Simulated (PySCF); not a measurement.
Running PySCF for CsC

The script input.py:

```python
from pyscf import gto, dft

mol = gto.M(
    atom='Cs 0 0 0; C 0 0 2.915',
    basis='cc-pvdz-dk',
    charge=0,
    spin=3,
    verbose=4,
)
mf = dft.UKS(mol, xc='pbe0')
mf = mf.sfx2c1e()
mf.kernel()
mf.stability(internal=True, external=True)
mf.dip_moment()
print('orbital energies (hartree):', [e[max(0, n-3):n+3].round(4) for e, n in zip(mf.mo_energy, mol.nelec)])
```

```bash
$ OMP_NUM_THREADS=1 python input.py
```

Output (some set-up lines and the per-cycle HOMO/LUMO lines with their warnings removed):

```
PySCF version 2.14.0

[INPUT] verbose = 4
[INPUT] num. atoms = 2
[INPUT] num. electrons = 61
[INPUT] charge = 0
[INPUT] spin (= nelec alpha-beta = 2S) = 3
[INPUT] symmetry False subgroup None
[INPUT] Mole.unit = angstrom
[INPUT] Symbol           X                Y                Z      unit          X                Y                Z       unit  Magmom
[INPUT]  1 Cs     0.000000000000   0.000000000000   0.000000000000 AA    0.000000000000   0.000000000000   0.000000000000 Bohr   0.0
[INPUT]  2 C      0.000000000000   0.000000000000   2.915000000000 AA    0.000000000000   0.000000000000   5.508551653107 Bohr   0.0

nuclear repulsion = 59.9068540664151
number of shells = 11
number of NR pGTOs = 186
number of NR cGTOs = 59
basis = cc-pvdz-dk
ecp = {}

******** <class 'pyscf.x2c.sfx2c1e.sfX2C1eUKS'> ********
method = sfX2C1eUKS
initial guess = minao
damping factor = 0
level_shift factor = 0
DIIS = <class 'pyscf.scf.diis.CDIIS'>
diis_start_cycle = 1
diis_space = 8
diis_damp = 0
SCF conv_tol = 1e-09
SCF conv_tol_grad = None
SCF max_cycles = 50
direct_scf = True
direct_scf_tol = 1e-13
number electrons alpha = 32  beta = 29
XC library pyscf.dft.libxc version 7.0.0
    S. Lehtola, C. Steigemann, M. J.T. Oliveira, and M. A.L. Marques.,  SoftwareX 7, 1–5 (2018)
XC functionals = pbe0
    C. Adamo and V. Barone.,  J. Chem. Phys. 110, 6158 (1999)
    M. Ernzerhof and G. E. Scuseria.,  J. Chem. Phys. 110, 5029 (1999)
radial grids:
    Treutler-Ahlrichs [JCP 102, 346 (1995); DOI:10.1063/1.469408] (M4) radial grids

becke partition: Becke, JCP 88, 2547 (1988); DOI:10.1063/1.454033
pruning grids: <function nwchem_prune>
grids dens level: 3
symmetrized grids: False
atomic radii adjust function: <function treutler_atomic_radii_adjust>
small_rho_cutoff = 0

******** <class 'pyscf.x2c.sfx2c1e.SpinFreeX2CHelper'> ********
approx = 1e
xuncontract = 1
Set gradient conv threshold to 3.16228e-05
tot grids = 37832
init E= -7823.45809717242

cycle= 1 E= -7823.63416023713  delta_E= -0.176  |g|= 0.101  |ddm|= 1.37
cycle= 2 E= -7823.62352800989  delta_E= 0.0106  |g|= 0.146  |ddm|= 1.23
cycle= 3 E= -7823.64681547646  delta_E= -0.0233  |g|= 0.0187  |ddm|= 0.788
cycle= 4 E= -7823.6471625024  delta_E= -0.000347  |g|= 0.00466  |ddm|= 0.051
cycle= 5 E= -7823.64719174891  delta_E= -2.92e-05  |g|= 0.000947  |ddm|= 0.0212
cycle= 6 E= -7823.64719433861  delta_E= -2.59e-06  |g|= 0.000436  |ddm|= 0.00561
cycle= 7 E= -7823.64719457292  delta_E= -2.34e-07  |g|= 7.98e-05  |ddm|= 0.0021
cycle= 8 E= -7823.64719458363  delta_E= -1.07e-08  |g|= 9.49e-06  |ddm|= 0.000384
cycle= 9 E= -7823.64719458409  delta_E= -4.62e-10  |g|= 3.11e-06  |ddm|= 0.000136
Extra cycle  E= -7823.64719458414  delta_E= -5.18e-11  |g|= 1.8e-06  |ddm|= 3.38e-05
converged SCF energy = -7823.64719458414  <S^2> = 3.7526059  2S+1 = 4.0013027
uhf_internal: lowest eigs of H = [0.11379592 0.11380196 0.12564582]
<class 'pyscf.x2c.sfx2c1e.sfX2C1eUKS'> wavefunction is stable in the internal stability analysis
uhf_real2complex: lowest eigs of H = [0.05903331 0.05903374 0.0636406 ]
<class 'pyscf.x2c.sfx2c1e.sfX2C1eUKS'> wavefunction is stable in the real -> complex stability analysis
uhf_external: lowest eigs of H = [-0.0735309  -0.00153866 -0.00100427]
Dipole moment(X, Y, Z, Debye):  0.00000, -0.00000, -9.66945
orbital energies (hartree): [array([-0.1411, -0.1391, -0.1391, -0.0479, -0.0109, -0.0109]), array([-0.5573, -0.5496, -0.3195, -0.0397,  0.0006,  0.0006])]
```

In short: E(SCF) = -7823.647195 Eh, 9 cycles, ⟨S²⟩ = 3.753, μz(SCF) = -9.67 D, internal stable; real -> complex stable.

Run time: 13 s on 1 thread of Intel Xeon 6975P-C (shared host).

The bond length is a typed value, not an optimised one. No search for the lowest solution was made.
